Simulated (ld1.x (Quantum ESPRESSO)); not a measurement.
# Which change was made? (Li, PAW)

```json
{
 "Element": "Li (Z = 3)",
 "Generator": "ld1.x (Quantum ESPRESSO) 7.5",
 "Type": "PAW",
 "Functional": "PW91",
 "Relativity": "scalar-relativistic",
 "Frozen core": "none",
 "Valence charge": "3",
 "Reference configuration": "1s2 2s0.5 2p0 (charge +0.5)",
 "Partial waves": "1s (bound): rcut 0.90, rcutus 1.10 bohr; 2s (bound): rcut 0.90, rcutus 1.10 bohr; 2p (bound, empty): rcut 4.20, rcutus 4.70 bohr; 2p channel at 2.3 Ry: rcut 4.20, rcutus 4.70 bohr",
 "Local potential": "all-electron potential smoothed inside 3.75 bohr (lloc = -1)",
 "Core correction": "none",
 "Augmentation charge": "BESSEL, radius 0.95 bohr"
}
```

Cutoffs, loose and tight: the cutoffs (Ry, on a coarse ladder) from which the occupation-weighted sum of valence levels, in a spherical-Bessel basis at the reference potential, stays within 10 and 1 mRy of its value at 400 Ry. They do not see the model core or the augmentation charge, which bear on the density cutoff. Test errors are all-electron minus pseudo excitation energies from the reference, over the configurations 1s2 2s1 2p0; 1s2 2s0 2p0; 1s2 2s0 2p1; 1s1 2s1 2p0; variants that change the core or the reference have their own tests.

The base gives: outcome: generated; cutoff, loose: 45 Ry; cutoff, tight: 70 Ry; bound ghosts: none; largest test error (meV): test run stopped at test 1 of 4 (negative rho).

Task: After one change the result is: outcome: generated; cutoff, loose: 70 Ry; cutoff, tight: 90 Ry; bound ghosts: none; largest test error (meV): -122. Which change was it?
A. all radii scaled by about 0.85 (s 0.94, p 3.98 bohr, rcut 0.76/3.56); local potential all-electron potential smoothed inside 3.18 bohr (lloc = -1); augmentation BESSEL, radius 0.80 bohr
B. all radii scaled by about 1.29 (s 1.42, p 6.04 bohr, rcut 1.16/5.40); local potential all-electron potential smoothed inside 4.82 bohr (lloc = -1); augmentation BESSEL, radius 1.22 bohr
C. all radii scaled by about 0.74 (s 0.82, p 3.50 bohr, rcut 0.68/3.14); local potential all-electron potential smoothed inside 2.80 bohr (lloc = -1); augmentation BESSEL, radius 0.70 bohr

Result: C. The others give: all radii scaled by about 1.29 (s 1.42, p 6.04 bohr, rcut 1.16/5.40); local potential all-electron potential smoothed inside 4.82 bohr (lloc = -1); augmentation BESSEL, radius 1.22 bohr → outcome: generated; cutoff, loose: 40 Ry; cutoff, tight: 50 Ry; bound ghosts: p; largest test error (meV): test run stopped at test 1 of 4 (negative rho) | all radii scaled by about 0.85 (s 0.94, p 3.98 bohr, rcut 0.76/3.56); local potential all-electron potential smoothed inside 3.18 bohr (lloc = -1); augmentation BESSEL, radius 0.80 bohr → outcome: generated; cutoff, loose: 55 Ry; cutoff, tight: 80 Ry; bound ghosts: none; largest test error (meV): -171.
